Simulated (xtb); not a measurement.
C5H14O2Si, charge -1, doublet, at the geometry of the source list (a state made from the parent by changing its charge; the spin is typed, not shown lowest). Base run: GFN0-xTB in xtb.

xtb was given this input:
```
$ xtb mol.xyz --gfn 0 --chrg -1 --uhf 1 --json

# file mol.xyz
22

Si     0.11410000    -1.27110000     0.50470000
C     -0.59030000    -2.58580000    -0.65970000
O     -0.95820000    -0.16870000     1.03870000
C     -1.83750000     0.67410000     0.34030000
C     -2.57130000     1.56900000     1.32830000
O      1.31760000    -0.64410000    -0.39320000
C      2.16800000     0.42670000    -0.07950000
C      2.77500000     0.98860000    -1.35690000
H      0.54220000    -1.74380000     1.81620000
H     -1.03660000    -2.14790000    -1.54910000
H     -1.35960000    -3.15830000    -0.15160000
H      0.17610000    -3.27950000    -0.98620000
H     -1.27550000     1.28440000    -0.37840000
H     -2.55630000     0.06520000    -0.22170000
H     -3.13070000     0.95880000     2.03200000
H     -3.25690000     2.22570000     0.79980000
H     -1.85810000     2.17080000     1.88540000
H      1.61060000     1.20570000     0.45480000
H      2.95980000     0.06340000     0.58700000
H      1.99550000     1.39580000    -1.99650000
H      3.48620000     1.77480000    -1.11720000
H      3.28590000     0.19600000    -1.89740000
```

Variants of this job, named by their change:

| change | ΔE vs base (kJ/mol) |
|---|---|
| base | 0.00 |
| etemp = 5000 | -71.9 |
| file = coord | 0.00 |
| acc = 1000 | 0.00 |
| etemp = 1000 | -5.80 |
